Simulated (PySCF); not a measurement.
Geometry:
```csv
atom,x (Å),y (Å),z (Å)
Si1,-0.629,-0.799,0.989
C2,-1.127,-2.581,0.731
C3,-1.053,-0.220,2.713
S4,1.465,-0.485,0.540
Si5,0.615,0.805,-0.977
C6,1.037,0.216,-2.698
C7,1.114,2.586,-0.727
S8,-1.480,0.493,-0.525
H9,-0.878,-2.905,-0.289
H10,-0.602,-3.234,1.446
H11,-2.212,-2.700,0.881
H12,-0.509,-0.818,3.461
H13,-0.777,0.837,2.842
H14,-2.133,-0.326,2.900
H15,0.503,0.817,-3.450
H16,0.752,-0.838,-2.825
H17,2.119,0.311,-2.881
H18,0.614,3.234,-1.465
H19,2.203,2.697,-0.849
H20,0.840,2.926,0.282
```

Geometry: PBE0-D3(BJ)/def2-SVP; GIAO shifts from PySCF, gas phase, non-relativistic, averaged over equivalent atoms.

At B3LYP/pcSseg-1 (224 basis functions):
| atoms | δ (ppm) |
| --- | --- |
| Si1/Si5 | 32.0 |
| C2/C3/C6/C7 | 12.0 |
| S4/S8 | -171.9 |
| H9/H10/H11/H12/H13/H14/H15/H16/H17/H18/H19/H20 | 0.55 |

Referencing at the same level of theory: TMS for $^{29}$Si (337.86 ppm) and $^{13}$C (179.24 ppm) and $^{1}$H (31.38 ppm); $^{33}$S (485.41 ppm) against CS2.

What do these become at PBE0/pcSseg-1?

## Answers


```tsv
atoms	δ at PBE0/pcSseg-1	change
Si1/Si5	29.7	-2.3
C2/C3/C6/C7	11.8	-0.2
S4/S8	-184.4	-12.5
H9/H10/H11/H12/H13/H14/H15/H16/H17/H18/H19/H20	0.57	+0.02
```

Shifts are taken against calculated references (same method and geometry level): TMS for $^{29}$Si (351.99 ppm), $^{13}$C (184.41 ppm), $^{1}$H (31.27 ppm); $^{33}$S (495.66 ppm) vs CS2.

The largest change is at S4/S8 (sulfur bonded to 2 Si). Cost: 224 basis functions.
